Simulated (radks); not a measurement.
Question: All-electron atom: Yb XXXIII in [Kr] 4d2 (the NIST ground configuration). All-electron calculation, scalar-relativistic Kohn-Sham, r2SCAN, spin-polarised, spherical densities, finite nucleus; open shells are filled with parallel spins first (spin-orbit coupling, left out, can overturn this in heavy ions); meta-GGA in the generalised Kohn-Sham scheme; Fermi nuclear charge, rms radius 5.3108 fm. Program: a radial shooting solver on a logarithmic mesh with Libxc functionals. Some entries of the table are withheld. Estimate them.

orbital,occ.,eigenvalue (eV),<1/r> (bohr^-1),<r^2> (bohr^2)
1s up,1,-62567.87,80.61,0.0005302
1s down,1,-62567.87,80.61,0.0005302
2s up,1,-11671.45,18.82,0.008202
2s down,1,-11668.42,18.82,0.008201
2p up,3,-10433.73,17.26,0.006710
2p down,3,-10431.38,17.27,0.006708
3s up,1,-3581.611,7.029,0.05261
3s down,1,-3580.827,7.029,0.05257
3p up,3,-3206.117,6.545,0.05287
3p down,3,-3205.039,6.545,0.05282
3d up,5,(1),(2),0.04367
3d down,5,(3),(4),0.04365
4s up,1,-1559.448,3.277,0.2216
4s down,1,-1551.889,3.274,0.2219
4p up,3,-1421.313,3.076,0.2365
4p down,3,-1413.822,3.073,0.2368
4d up,2,-1246.339,2.878,0.2414
4d down,0,-1238.798,2.878,0.2415

Answer: 
(1) 3d up eigenvalue (eV): -2756.274
(2) 3d up <1/r> (bohr^-1): 6.190
(3) 3d down eigenvalue (eV): -2754.069
(4) 3d down <1/r> (bohr^-1): 6.189
